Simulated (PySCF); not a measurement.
A PySCF script (with the pyscf-properties extension) for the NMR shieldings of SMILES CC(C)P(C[SiH3])C(F)(F)F, C$_{5}$H$_{12}$F$_{3}$PSi, on a GFN2-xTB geometry:

```python
import basis_set_exchange as bse
import numpy as np
from pyscf import gto, dft
from pyscf.prop import nmr

atoms = """
C    -2.339274    0.841235    0.741979
C    -1.376801    0.148263   -0.220251
C    -2.033945   -1.097545   -0.812597
P     0.193352   -0.396540    0.663123
C     1.329512   -0.543619   -0.783084
Si    3.141712   -0.977909   -0.322047
C     0.777718    1.326755    1.181868
F     2.073330    1.303189    1.539073
F     0.667734    2.264524    0.222304
F     0.109907    1.793527    2.247565
H    -3.307245    0.973796    0.261166
H    -1.975742    1.822330    1.036806
H    -2.481284    0.241832    1.640039
H    -1.103459    0.836424   -1.031070
H    -1.371880   -1.605592   -1.511415
H    -2.300440   -1.796815   -0.021604
H    -2.942355   -0.823352   -1.346146
H     1.277210    0.366426   -1.385393
H     0.926660   -1.359248   -1.386638
H     3.916063    0.241580   -0.120512
H     3.125693   -1.820639    0.871665
H     3.683124   -1.719235   -1.465682
"""
names = dict.fromkeys(["C", "P", "Si", "F", "H"], "pcSseg-1")
basis = {el: gto.basis.parse(bse.get_basis(n, elements=[el], fmt="nwchem")) for el, n in names.items()}
mol = gto.M(atom=atoms, basis=basis, charge=0, verbose=0)
mf = dft.RKS(mol, xc="PBE0")
mf.grids.level = 2
mf.grids.alignment = dft.numint.BLKSIZE   # the property module wants whole blocks of grid points
mf.conv_tol = 1e-9
mf.kernel()

calc = nmr.RKS(mf)   # GIAO
C = mf.mo_coeff
Co = C[:, mf.mo_occ > 0]
resp = mf.gen_response(singlet=True, hermi=2)
def vind(x):   # induced exchange potential for any number of trial vectors
    d = np.einsum("pi,xij,qj->xpq", C, 2 * x.reshape(-1, C.shape[1], Co.shape[1]), Co, optimize=True)
    return np.einsum("xpq,pi,qj->xij", resp(d - d.transpose(0, 2, 1)), C, Co, optimize=True).ravel()
mo1, _ = nmr.rhf.solve_mo1(calc, with_cphf=vind)
sigma = calc.kernel(mo1)
for i, s in enumerate(sigma):   # ppm
    print("%2d %-2s %9.2f" % (i, mol.atom_pure_symbol(i), np.trace(s) / 3))
```

Task: What are the results?

Result: 
```
 0 C     165.29
 1 C     150.29
 2 C     165.87
 3 P     320.90
 4 C     183.59
 5 Si    420.51
 6 C      43.90
 7 F     239.26
 8 F     256.41
 9 F     235.33
10 H      30.57
11 H      29.93
12 H      30.67
13 H      29.79
14 H      30.47
15 H      30.75
16 H      30.41
17 H      30.40
18 H      30.86
19 H      27.63
20 H      27.71
21 H      27.55
```

These numbers come from an equivalent density-fitted implementation of the same equations, which agrees with the script to about 0.01 ppm for H and up to a few tenths of a ppm for heavy atoms, so last digits may differ.

Size and cost of the density-fitted run: 244 basis functions, 40 s wall time on 1 thread of an Intel Xeon 6975P-C, shared host; peak memory 1.1 GiB.
